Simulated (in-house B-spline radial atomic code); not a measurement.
Values are calculated unless marked as measured or tabulated.
**Two electrons in Si: a spherical dot of radius 29.1 nm with hard walls with a doubly ionised double donor at its centre**

For Si the NSM archive of the Ioffe Institute lists m_l = 0.98 m0, m_t = 0.19 m0 and ε = 11.7; the model takes one isotropic valley with the conductivity mass 3/(1/m_l + 2/m_t) = 0.26 m0, and so misses anisotropy and the other valleys. All triplets below are those of one valley; with several valleys two electrons can form a triplet in the 1s orbital itself, at an energy set by the valley splitting. Real donors also feel a central-cell potential, which shifts the ground state; some double donors stay shallow and helium-like, others are deep centres that this model can't describe.

Effective-mass model with parabolic bands, a uniform dielectric constant, no image charges, no central-cell or spin-orbit terms. Two-electron levels come from full CI in B-splines with partial waves to l = 5 (up to 0.001 effective hartree above the limit).

Problem. What are the effective units, and what is the potential in them?

Solution. Ha* = 27211.386 meV × 0.26/11.7² = 51.68 meV and a* = 0.0529177 nm × 11.7/0.26 = 2.381 nm. The radius is R = 12.2 a*, with −2/r added.

In these units the lowest s and p orbitals lie at -2.0000 and -0.5000, and their Coulomb and exchange integrals are J_ss = 1.2500, J_sp = 0.4856 and K_sp = 0.03414. Full CI gives -2.9035 for the ground singlet, -2.1321 for the sp triplet, -2.1222 for the sp singlet and -2.1748 for the lowest triplet of two s orbitals.

Problem. What does it cost to add the second electron, to first order and exactly?

Solution. To first order E = 2ε_s + J_ss = -2.7500, so the charging energy E(2) − 2E(1) is J_ss = 64.6 meV. CI gives -2.9035 − 2 × (-2.0000) = 1.0965, or 56.67 meV: relaxation and correlation lower it by 7.934 meV, 12.3 % of J_ss. The s² configuration of one-electron orbitals holds 92.5 % of the state, and the mean radius is 2.21 nm.

Problem. How far above the singlet do the triplets lie?

Solution. To first order the sp triplet lies at ε_s + ε_p + J_sp − K_sp = -2.0485, which is 36.25 meV above 2ε_s + J_ss. CI gives -2.1321 − (-2.9035) = 0.7714, or 39.87 meV, 51 % of the orbital spacing of 77.53 meV. The ss triplet lies 37.66 meV up, so the lower of the two is the ss one, and its gap equals k_BT at 437 K. The sp singlet-triplet splitting is 0.5133 meV, against 2K_sp = 3.529 meV.
